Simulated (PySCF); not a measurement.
Start geometry of Sn(CF3)Me3 (`[C](F)(F)([Sn]([CH3])([CH3])[CH3])F`) from GFN2-xTB (Å):
```
atom  x, y, z in Å
Sn1    0.0636   -0.0762   -0.1885
C2    -0.0168   -0.0252    2.0836
F3    -1.3000    0.0440    2.5927
F4     0.7755    1.0338    2.6143
F5     0.5549   -1.1397    2.5837
C6     2.1194    0.0166   -0.7471
H7     2.2669   -0.0186   -1.8179
H8     2.6652   -0.8565   -0.3381
H9     2.6056    0.9088   -0.2895
C10   -1.0713    1.8379   -0.7044
H11   -1.1277    1.9404   -1.7864
H12   -0.5360    2.7074   -0.2929
H13   -2.1601    1.8414   -0.3738
C14   -1.1172   -1.8268   -0.7373
H15   -2.0822   -1.8516   -0.3421
H16   -0.5416   -2.6598   -0.3516
H17   -1.1268   -1.8764   -1.8443
```

**Question.** What comes out of this run: PBE0-D3(BJ)/def2-SVP geometry optimisation, gas phase, def2 core potentials past Kr (PySCF 2.14.0)?

**Answer.** 
```
atom  x, y, z in Å
Sn1    0.0000   -0.0003   -0.1235
C2     0.0044   -0.0104    2.0835
F3    -1.2441   -0.0154    2.5848
F4     0.6224    1.0678    2.5985
F5     0.6279   -1.0890    2.5901
C6     2.0565    0.0156   -0.7344
H7     2.1272    0.0100   -1.8316
H8     2.5723   -0.8722   -0.3418
H9     2.5573    0.9156   -0.3508
C10   -1.0430    1.7806   -0.7122
H11   -1.0648    1.8625   -1.8084
H12   -0.5384    2.6659   -0.3004
H13   -2.0761    1.7540   -0.3381
C14   -1.0223   -1.7858   -0.7336
H15   -2.0466   -1.7879   -0.3347
H16   -0.4925   -2.6719   -0.3565
H17   -1.0686   -1.8397   -1.8307
```

The energy falls by 53.4 kJ/mol over 9 energy and gradient evaluations, the largest force component goes from 0.0501 to 1.2e-04 Eh/bohr, and the atoms move by 0.092 Å rms after alignment. The bond that changes most is Sn1–C10 (ends: tin bonded to 4 C; carbon bonded to Sn and 3 H), which shortens by 0.138 Å. Bonds longer at the end by more than 0.005 Å: 5 of 16; shorter: 9. Among the angles that change most is C6–Sn1–C14, from 119.4° to 112.4°. Among the dihedrals that turn most is C6–Sn1–C2–F4, from 49° to 60°. Rotational constants go from 1581, 890.5, 875.5 to 1687, 918.6, 918.4 MHz. The orientation of the end geometry is arbitrary; only internal coordinates are fixed.

The run used 169 basis functions and 59 SCF cycles in all.

No PBE0-D3(BJ)/def2-SVP frequencies stand behind this structure, so it isn't proved a minimum.
